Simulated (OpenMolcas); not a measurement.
## neutral beryllium: CASPT2 settings compared

```
Program             : OpenMolcas
Basis               : ANO-RCC-VDZ [3s2p]
Scalar Hamiltonian  : DKH2, point nucleus
Active space        : 2 electrons in 4 orbitals (2s 2p)
State averaging     : 2S+1 = 3 even, 3 roots; 2S+1 = 1 even, 1 root; 2S+1 = 3 odd, 3 roots; 2S+1 = 1 odd, 3 roots
Spin-orbit coupling : RASSI with atomic mean-field integrals over the reference wave functions, term energies averaged over their components
```

Methods on the same reference wave functions:
A. CASSCF
B. SS-CASPT2, IPEA 0.3 Eh, sigma2 regulariser 0.25 Eh (closed shells correlated: 1s)
C. XMS-CASPT2, IPEA 0.4 Eh, sigma2 regulariser 0.5 Eh (closed shells correlated: 1s)
D. XMS-CASPT2, IPEA 0.1 Eh, imaginary shift 0.15 Eh (closed shells correlated: 1s)

Energies in cm-1 above 2s2 1S0, the measured ground level; measured values from NIST Handbook of Basic Atomic Spectroscopic Data.

```csv
Level,A,B,C,D,Measured
2s2 1S0,0.0,0.0,0.0,0.0,0.0
2s 2p 3P* 0,23244,23280,23276,23259,21978
2s 2p 3P* 1,23245,23281,23277,23260,21979
2s 2p 3P* 2,23247,23283,23278,23262,21981
2s 2p 1P* 1,54857,54381,54383,54266,42565
```

Deviations, from unrounded energies. A percentage is the sum of absolute deviations over the sum of measured energies, with the sign that they share, or ± where signs differ.

```json
{"Against measurement": "mean absolute deviation (cm-1)", "Levels": "4", "A": "4000", "B": "3900", "C": "3900", "D": "3900"}
{"Against measurement": "other configurations (%)", "Levels": "4", "A": "+14.8", "B": "+14.5", "C": "+14.5", "D": "+14.3"}
```

A, B, C, D lie about equally close to measurement. The largest miss of D in the table is 2s 2p 1P* 1, by +12000 cm-1. The ranking rests on the paired levels alone, and a cruder setting can come out closer through cancelling errors.

Among B to D the level of the table that moves most is 2s 2p 1P* 1, by 120 cm-1 (lowest in D, highest in C).

The lowest spin-free term lies below A's lowest term by 0.002 hartree in B, 0.002 hartree in C, 0.002 hartree in D.

Without dynamic correlation excited terms often stand tens of per cent too high (terms of higher spin than the ground term too low), and those without a measured partner can miss by more than the paired ones (holds for A). Computed and measured levels are paired by configuration, term and J; levels that our copy of the source lacks, or whose pairing is in doubt (as where it misses far off the trend of its configuration), stay unpaired and out of the deviations. Levels of configurations outside the active space are missing. The table leaves out levels that lie high or whose names do not pair safely across all columns.

* marks odd parity.
